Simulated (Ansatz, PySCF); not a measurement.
This Ansatz (a program for electronic structure) input computes a PBE/def2-TZVPD energy:

Ansatz 0.2 input:
```yaml
crystal:
  periodic: [false, false, false]
  atoms:
    - {symbol: C, position_ang: [2.12769134, -0.26899707, -0.18847768]}
    - {symbol: Sn, position_ang: [0.02498224, -0.00315842, -0.00221301]}
    - {symbol: O, position_ang: [-0.98100406, -0.92092891, -1.43232538]}
    - {symbol: O, position_ang: [-0.50511782, 1.89739064, -0.08246076]}
    - {symbol: O, position_ang: [-0.67544863, -0.70318143, 1.70626494]}
    - {symbol: H, position_ang: [2.38469396, -0.29863783, -1.24476738]}
    - {symbol: H, position_ang: [2.63034926, 0.56477379, 0.29612322]}
    - {symbol: H, position_ang: [2.40624789, -1.20438554, 0.29124255]}
    - {symbol: H, position_ang: [-1.69469070, -1.46299308, -1.07788220]}
    - {symbol: H, position_ang: [-1.21893377, 2.04448428, -0.71304969]}
    - {symbol: H, position_ang: [-1.23036250, -0.05758046, 2.15801946]}
basis:
  gaussian:
    orbitals: def2-TZVPD
hamiltonian:
  xc: {name: PBE}
output: {forces: true}
```

Q: Write an input for the same energy in PySCF and say what it gives.

A: 
```python
from pyscf import gto, scf, dft

mol = gto.M(
    atom='''
    C     2.12769134   -0.26899707   -0.18847768
    Sn    0.02498224   -0.00315842   -0.00221301
    O    -0.98100406   -0.92092891   -1.43232538
    O    -0.50511782    1.89739064   -0.08246076
    O    -0.67544863   -0.70318143    1.70626494
    H     2.38469396   -0.29863783   -1.24476738
    H     2.63034926    0.56477379    0.29612322
    H     2.40624789   -1.20438554    0.29124255
    H    -1.69469070   -1.46299308   -1.07788220
    H    -1.21893377    2.04448428   -0.71304969
    H    -1.23036250   -0.05758046    2.15801946
    ''',
    basis='def2-tzvpd',
    ecp='def2-tzvp',
    charge=0,
    spin=0,
    verbose=4,
)

mf = dft.RKS(mol, xc='pbe').density_fit(auxbasis='def2-universal-jkfit')
mf.grids.level = 3
mf.conv_tol = 1e-9
mf.max_cycle = 100
mf.max_memory = 1500
mf.kernel()
if not mf.converged:
    mf = mf.newton()
    mf.kernel(mf.make_rdm1())
mf.analyze()
```
It gives -481.58179 Eh, and Ansatz -481.58166 Eh, a difference of 0.13 mEh, from the treatment of integrals and grids.
